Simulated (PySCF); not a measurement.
**Deuteron quadrupole couplings in `FC1CCP([SiH3])CC1`**

Compound: C5H12FPSi.
Z-matrix (Å and degrees, GFN2-xTB geometry), rows numbered from 1:
```
F 
C   1  1.3864
C   2  1.5227  1  108.63
C   3  1.5235  2  111.38  1  -173.82
P   4  1.8608  3  115.67  2   -57.95
Si  5  2.2393  4  102.78  3   -59.98
C   5  1.8608  4   98.33  3    44.63
C   2  1.5229  1  108.62  3   122.91
H   2  1.0993  1  105.64  3  -118.55
H   3  1.0920  2  108.91  1    63.80
H   3  1.0937  2  108.54  1   -53.28
H   4  1.0954  3  109.67  2    62.81
H   4  1.0929  3  110.14  2  -179.41
H   6  1.4687  5  120.00  4    49.72
H   6  1.4625  5  105.31  4   -71.77
H   6  1.4629  5  104.90  4   170.87
H   7  1.0954  5  106.80  4    77.70
H   7  1.0931  5  106.90  4  -167.69
H   8  1.0921  2  108.92  1   -63.84
H   8  1.0936  2  108.53  1    53.22
```

Level: PBE0/pcSseg-1 (PySCF, non-relativistic); Q(2H) = 0.00286 b; rigid geometry, the same for H and D, with no vibrational averaging.

Problem. Rank these positions by the coupling χzz of a deuteron there, largest first.
A. H9 (methine hydrogen)
B. H13 (methylene hydrogen)
C. H14 (Si–H hydrogen)

Solution. B (205 kHz), A (188 kHz), C (107 kHz).

Problem. Give the electric field gradient Vzz (the principal value of largest size), its asymmetry and the 2H coupling at each hydrogen.

Solution. 
```csv
atom,bonded to,bond length (Å),Vzz (au),η,χzz (kHz)
H9,C2,1.099,0.2795,0.06,188
H10,C3,1.092,0.3004,0.01,202
H11,C3,1.094,0.2997,0.01,201
H12,C4,1.095,0.2998,0.02,201
H13,C4,1.093,0.3047,0.02,205
H14,Si6,1.469,0.1596,0.01,107
H15,Si6,1.462,0.1648,0.01,111
H16,Si6,1.463,0.1644,0.01,110
H17,C7,1.095,0.2998,0.02,201
H18,C7,1.093,0.3042,0.02,204
H19,C8,1.092,0.3003,0.01,202
H20,C8,1.094,0.2998,0.01,201
```

Problem. Average by the element that carries the hydrogen.

Solution. on C: 201 kHz over 9 positions, mean bond length 1.094 Å; on Si: 109 kHz over 3 positions, mean bond length 1.465 Å.

One conformer (not necessarily the lowest) at the GFN2-xTB geometry, without solvent, vibrations or thermal averaging. GFN2-xTB bond lengths can be off by several hundredths of an ångström, more for odd bonds, and the gradients follow them. These gradients aren't converged with respect to the basis.
